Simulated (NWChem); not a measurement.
Species: C₃H₅NO₂; SMILES C(=O)/N=C/CO

```xyz
11

O      0.8723    -2.3195     0.4243
C     -0.2515    -1.9479     0.1643
N     -0.5840    -0.6726    -0.3219
C     -0.1860     0.3619     0.3067
C     -0.4349     1.7545    -0.2133
O      0.6941     2.5898    -0.0105
H     -1.1305    -2.6161     0.2156
H      0.3629     0.2983     1.2567
H     -0.7525     1.7018    -1.2639
H     -1.2499     2.2124     0.3614
H      1.4108     2.2670    -0.5793
```
Atoms are numbered in this order, from 1.

Results from NWChem. Pople sets run with spherical d functions. Coordinates come from a B3LYP/6-31G* (spherical d) optimisation. GIAO values for the isolated, static molecule; σ is the absolute isotropic shielding, δ = σ(reference) − σ with the isolated reference molecule computed at the same levels (13C: tetramethylsilane, 1H: tetramethylsilane, 15N: ammonia, 17O: water).

```
level          δ C2 (ppm)  δ N3 (ppm)  δ C4 (ppm)  δ C5 (ppm)  δ O6 (ppm)  δ H8 (ppm)  δ H11 (ppm)
-------------  ----------  ----------  ----------  ----------  ----------  ----------  -----------
B3LYP/6-31G*        166.2       351.0       162.4        64.8        17.6        8.09         0.37
PBE0/pcSseg-1       183.5       405.9       178.8        70.5        26.7        8.08         0.81
KT2/pcSseg-1            ?           ?           ?           ?           ?           ?            ?
```

Q: Fill in the missing entries.

A: 
- KT2/pcSseg-1, δ C2 (ppm): 170.8
- KT2/pcSseg-1, δ N3 (ppm): 382.0
- KT2/pcSseg-1, δ C4 (ppm): 164.6
- KT2/pcSseg-1, δ C5 (ppm): 71.4
- KT2/pcSseg-1, δ O6 (ppm): 34.7
- KT2/pcSseg-1, δ H8 (ppm): 7.91
- KT2/pcSseg-1, δ H11 (ppm): 0.64
